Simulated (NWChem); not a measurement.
Species: TiH₄O₃; SMILES [OH][TiH]([OH])[OH]

```xyz
8

Ti     0.0000     0.0000    -0.1447
O      0.4607    -1.6498     0.3003
H      0.0085    -2.4400     0.6083
O     -1.6591     0.4259     0.3003
H     -2.1173     1.2126     0.6083
O      1.1984     1.2239     0.3003
H      2.1088     1.2273     0.6083
H      0.0000     0.0000    -1.8355
```
Atoms are numbered in this order, from 1.

Results from NWChem. Pople sets run with spherical d functions. STO-3G and 3-21G are far too small for this property and stand as cheap habits. Geometry: optimised at PBE0/def2-SVP. GIAO values for the isolated, static molecule; σ is the absolute isotropic shielding, δ = σ(reference) − σ with the isolated reference molecule computed at the same levels (1H: tetramethylsilane, 17O: water).

| level | σ Ti1 (ppm) | δ O2 (ppm) | δ H3 (ppm) | δ H8 (ppm) |
|---|---|---|---|---|
| Hartree-Fock/STO-3G | (withheld) | (withheld) | (withheld) | (withheld) |
| PBE0/pcSseg-1 | -414.2 | 344.2 | 7.42 | 4.92 |
| Hartree-Fock/6-31G* | 93.7 | 257.2 | 5.81 | 6.24 |

Problem. Some entries are withheld; supply them.

Solution. 
- Hartree-Fock/STO-3G, σ Ti1 (ppm): 1072.1
- Hartree-Fock/STO-3G, δ O2 (ppm): 48.9
- Hartree-Fock/STO-3G, δ H3 (ppm): 2.95
- Hartree-Fock/STO-3G, δ H8 (ppm): 3.26
